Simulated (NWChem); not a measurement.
Everything below was run with NWChem. System: CH5NSi, charge 0, spin multiplicity 1, at a geometry optimised with PBE/def2-SVP. The structure started from a generated list of species. Level: B3LYP/cc-pVDZ, VWN1-RPA local correlation.

Job file:

```
start mol
memory heap 200 mb stack 900 mb global 1100 mb
geometry units angstroms nocenter noautoz
  Si     0.122759    -0.707487     0.000000
  C     -1.469408     0.384509     0.000000
  H     -2.092045     0.125058    -0.884934
  H     -1.303864     1.483524     0.000000
  H     -2.092045     0.125058     0.884934
  N      1.307193     0.561455     0.000000
  H      1.123711     1.572031     0.000000
  H      2.311704     0.361906     0.000000
  symmetry group Cs
end
basis spherical
  * library cc-pvdz
end
dft
  xc b3lyp
  semidirect memsize 60000000 filesize 0
  iterations 100
end
task dft energy
```

NWChem printed:

```
             Northwest Computational Chemistry Package (NWChem) 7.3.0
             --------------------------------------------------------

                                NWChem Input Module
                                -------------------

 Scaling coordinates for geometry "geometry" by  1.889725989
 (inverse scale =  0.529177249)

 Turning off AUTOSYM since
 SYMMETRY directive was detected!

                             Geometry "geometry" -> ""
                             -------------------------

 Output coordinates in angstroms (scale by  1.889725989 to convert to a.u.)

  No.       Tag          Charge          X              Y              Z
 ---- ---------------- ---------- -------------- -------------- --------------
    1 Si                  14.0000     0.12275900    -0.70748700     0.00000000
    2 C                    6.0000    -1.46940800     0.38450900     0.00000000
    3 H                    1.0000    -2.09204500     0.12505800    -0.88493400
    4 H                    1.0000    -1.30386400     1.48352400     0.00000000
    5 H                    1.0000    -2.09204500     0.12505800     0.88493400
    6 N                    7.0000     1.30719300     0.56145500     0.00000000
    7 H                    1.0000     1.12371100     1.57203100     0.00000000
    8 H                    1.0000     2.31170400     0.36190600     0.00000000

 Effective nuclear repulsion energy (a.u.)      98.8566472327

            Nuclear Dipole moment (a.u.)
            ----------------------------
        X                 Y               Z
 ---------------- ---------------- ----------------
    -0.0000188973    -0.0000037795     0.0000000000

      Symmetry information
      --------------------

 Group name             Cs
 Group number              2
 Group order               2
 No. of unique centers     7

      Symmetry unique atoms

     1    2    3    4    6    7    8


 Summary of "ao basis" -> "" (spherical)
 ------------------------------------------------------------------------------
       Tag                 Description            Shells   Functions and Types
[...]
 Vector   16  Occ=2.000000D+00  E=-2.125218D-01  Symmetry=a'
              MO Center=  1.2D-02, -8.7D-01,  4.9D-15, r^2= 2.7D+00
   Bfn.  Coefficient  Atom+Function         Bfn.  Coefficient  Atom+Function
  ----- ------------  ---------------      ----- ------------  ---------------
     4      0.475839  1 Si s                  9     -0.338794  1 Si py
    12     -0.293706  1 Si py                 3      0.260467  1 Si s
    22     -0.204853  2 C  px                21     -0.203196  2 C  s
    23      0.162068  2 C  py                50     -0.146455  6 N  s
    25     -0.133677  2 C  px                 8      0.113211  1 Si px

 Vector   17  Occ=0.000000D+00  E=-4.025792D-02  Symmetry=a"
              MO Center=  1.8D-01, -6.3D-01,  5.8D-16, r^2= 3.0D+00
   Bfn.  Coefficient  Atom+Function         Bfn.  Coefficient  Atom+Function
  ----- ------------  ---------------      ----- ------------  ---------------
    13      0.691396  1 Si pz                10      0.440612  1 Si pz
    56     -0.312182  6 N  pz                53     -0.267447  6 N  pz
    34      0.096405  3 H  s                 44     -0.096405  5 H  s
    33      0.090360  3 H  s                 43     -0.090360  5 H  s
    24     -0.061129  2 C  pz                27     -0.059808  2 C  pz

 Vector   18  Occ=0.000000D+00  E= 3.959313D-02  Symmetry=a'
              MO Center=  9.8D-01, -8.5D-03,  1.5D-15, r^2= 5.0D+00
   Bfn.  Coefficient  Atom+Function         Bfn.  Coefficient  Atom+Function
  ----- ------------  ---------------      ----- ------------  ---------------
    50      1.069425  6 N  s                 11     -0.748389  1 Si px
    63     -0.600081  7 H  s                 68     -0.513430  8 H  s
    21     -0.306798  2 C  s                  8     -0.207019  1 Si px
    26      0.162504  2 C  py                49      0.160175  6 N  s
    25     -0.156013  2 C  px                 4      0.146845  1 Si s

 Vector   19  Occ=0.000000D+00  E= 6.193316D-02  Symmetry=a'
              MO Center= -7.8D-01,  5.2D-01, -1.3D-13, r^2= 6.1D+00
   Bfn.  Coefficient  Atom+Function         Bfn.  Coefficient  Atom+Function
  ----- ------------  ---------------      ----- ------------  ---------------
    21      1.691532  2 C  s                 39     -0.778489  4 H  s
    34     -0.561868  3 H  s                 44     -0.561868  5 H  s
    11      0.549112  1 Si px                63     -0.474742  7 H  s
    50      0.403746  6 N  s                 68     -0.335378  8 H  s
    55      0.248665  6 N  py                12     -0.179163  1 Si py

 center of mass
 --------------
 x =   0.06524291 y =  -0.11593512 z =   0.00000000

 moments of inertia (a.u.)
 ------------------
          94.349062319158          -4.782256365478           0.000000000000
          -4.782256365478         246.264183689093           0.000000000000
           0.000000000000           0.000000000000         329.339595870881

     Multipole analysis of the density
     ---------------------------------

     L   x y z        total         alpha         beta         nuclear
     -   - - -        -----         -----         ----         -------
     0   0 0 0     -0.000000    -16.000000    -16.000000     32.000000

     1   1 0 0      0.297850      0.148934      0.148934     -0.000019
     1   0 1 0      0.728495      0.364249      0.364249     -0.000004
     1   0 0 1      0.000000      0.000000      0.000000      0.000000

     2   2 0 0    -17.673087    -84.163286    -84.163286    150.653485
     2   1 1 0      1.632048     -0.393070     -0.393070      2.418188
     2   1 0 1      0.000000      0.000000      0.000000      0.000000
     2   0 2 0    -21.232356    -37.284198    -37.284198     53.336041
     2   0 1 1      0.000000      0.000000      0.000000      0.000000
     2   0 0 2    -19.825903    -12.709481    -12.709481      5.593059

 Task  times  cpu:        3.5s     wall:        3.5s

 Total times  cpu:        3.6s     wall:        3.6s
```
